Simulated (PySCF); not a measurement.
Task: Write Cartesian coordinates for `[BH3-][S+](C)C` as optimised with PBE0-D3(BJ)/def2-SVP.

Result: 
```xyz
13
C2H9BS angstrom
B     -0.3516    1.6805    0.3738
S     -0.1187   -0.1766    0.8878
C      1.5045   -0.5970    0.2367
C     -1.1725   -1.0777   -0.2577
H     -0.1300    1.7147   -0.8288
H      0.4717    2.2538    1.0701
H     -1.5068    1.9085    0.6962
H      1.5671   -0.2970   -0.8189
H      1.6946   -1.6720    0.3591
H      2.2339   -0.0213    0.8212
H     -0.9756   -0.7393   -1.2849
H     -1.0059   -2.1586   -0.1543
H     -2.2083   -0.8343    0.0130
```

Any rigid rotation of these coordinates is as good. Atoms count from 1 in this order. B1 (four-coordinate boron) is distorted tetrahedral (angles from 102.5° to 115.2°). S2 (sulfur bonded to B and 2 C) is pyramidal (angles 103.9°, 103.7° and 100.4°, sum 308.0°, 0.80 Å off the plane of its three neighbours).

Bonds between heavy atoms (Å): B1–S2 1.941, S2–C3 1.799, S2–C4 1.798.

Method: PySCF 2.14.0, PBE0-D3(BJ)/def2-SVP geometry optimisation, gas phase.

Point group: Cs (tolerance 0.08 Å). Stationary, but not proved a minimum.
